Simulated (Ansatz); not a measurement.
NaPt3⁺. Charge 1, multiplicity 5. Geometry PBE0-D4/def2-SVP; atoms count from 1.

```xyz
4

Na   -0.917   -1.379   -1.251
Pt    1.521    0.484   -0.374
Pt    0.110   -0.569    1.443
Pt   -0.714    1.464    0.182
```

In the def2 sets Pt takes a core potential; there is no spin–orbit coupling. At PBE0-D4/def2-TZVP a broken-symmetry singlet of charge 1 lies 1.40 eV below the quintet, each at its own geometry. The structure comes from a short search, and lower isomers may exist.

Problem. Estimate the Mulliken populations from the PBE0/def2-TZVP orbitals of Ansatz.

Solution. 
```csv
atom,charge (e),spin (α − β),d electrons
Na1,0.59,-0.02,–
Pt2,0.22,1.14,8.76
Pt3,-0.03,1.74,8.62
Pt4,0.22,1.14,8.76
```
Mulliken values and Mayer orders depend strongly on the basis.

Problem. Where does the spin sit?

Solution. Summed by element: Na -0.02, Pt 4.02, of 4 unpaired in all. Largest on single atoms: Pt3 1.74, Pt4 1.14, Pt2 1.14.

Problem. And the Mayer bond orders between bonded heavy atoms (over 0.3)?

Solution. Na1–Pt3 0.32 (2.99 Å); Pt2–Pt3 0.94 (2.53 Å); Pt2–Pt4 1.07 (2.50 Å); Pt3–Pt4 0.94 (2.53 Å).
